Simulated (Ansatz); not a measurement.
Job for Ansatz (a program for electronic structure): R-PBE/def2-TZVPP on H3NSeTe (SMILES N[Te][SeH]), a point of a torsion scan. Elements past Kr take the def2 small-core potentials; no spin–orbit coupling.

Ansatz 0.2 input:
```yaml
crystal:
  periodic: [false, false, false]
  atoms:
    - {symbol: N, position_ang: [-1.17667639, 0.17363791, -0.09682162]}
    - {symbol: Te, position_ang: [0.06686075, -0.95640774, 1.05728974]}
    - {symbol: Se, position_ang: [2.04301855, -0.51880719, -0.40311575]}
    - {symbol: H, position_ang: [-1.95935458, -0.36314275, -0.44214074]}
    - {symbol: H, position_ang: [-1.54692333, 0.97229090, 0.39946302]}
    - {symbol: H, position_ang: [2.89013859, 0.12128022, 0.58252253]}
basis:
  gaussian:
    orbitals: def2-TZVPP
hamiltonian:
  xc: {name: PBE}
scf: {lower_state_search: off}
```

### Question
What total energy does the run end on?

### Answer
-2725.7413 hartree.
